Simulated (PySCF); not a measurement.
Al(F)2(tBu), SMILES C[C](C)([Al]([F])[F])C, GFN2-xTB optimised geometry.

```
16

Al    -1.37     0.01     0.00
F     -2.23     1.42     0.00
F     -2.23    -1.40     0.03
C      0.66     0.01     0.00
C      1.22     0.07     1.43
C      1.14    -1.28    -0.67
C      1.14     1.24    -0.77
H      2.32     0.07     1.39
H      0.90    -0.79     2.01
H      0.90     0.97     1.94
H      0.71    -2.15    -0.18
H      0.84    -1.31    -1.72
H      2.23    -1.35    -0.62
H      0.85     1.19    -1.82
H      0.72     2.15    -0.35
H      2.23     1.32    -0.72
```

Density from PBE0/def2-TZVP run with PySCF 2.14.0 at that geometry.

Minimum of the electron density along straight lines between bonded atoms, close to the bond critical point (lines longer than 1.1 times the sum of covalent radii, or with two minima, are not listed):

| bond | length / Å | ρ at the minimum / e bohr⁻³ | ∇²ρ there / e bohr⁻⁵ | position (fraction from the first atom) |
|---|---|---|---|---|
| Al1–F2 | 1.652 | 0.113 | 0.92 | 0.44 |
| Al1–F3 | 1.652 | 0.113 | 0.92 | 0.44 |
| Al1–C4 | 2.030 | [?] | [?] | 0.40 |
| C4–C5 | 1.535 | 0.240 | -0.57 | 0.50 |
| C4–C6 | 1.531 | 0.243 | -0.58 | 0.50 |
| C4–C7 | 1.531 | 0.242 | -0.58 | 0.50 |
| C5–H8 | 1.091 | 0.276 | -0.94 | 0.64 |
| C5–H9 | 1.089 | 0.279 | -0.95 | 0.64 |
| C5–H10 | 1.089 | 0.279 | -0.95 | 0.64 |
| C6–H11 | 1.090 | 0.279 | -0.95 | 0.64 |
| C6–H12 | 1.089 | 0.278 | -0.95 | 0.64 |
| C6–H13 | 1.091 | 0.277 | -0.94 | 0.64 |
| C7–H14 | 1.089 | 0.278 | -0.95 | 0.64 |
| C7–H15 | 1.090 | 0.279 | -0.95 | 0.64 |
| C7–H16 | 1.091 | 0.277 | -0.94 | 0.64 |

**Question.** What belongs in the gaps?

**Answer.** 
- Al1–C4, ρ at the minimum / e bohr⁻³: 0.083
- Al1–C4, ∇²ρ there / e bohr⁻⁵: 0.17
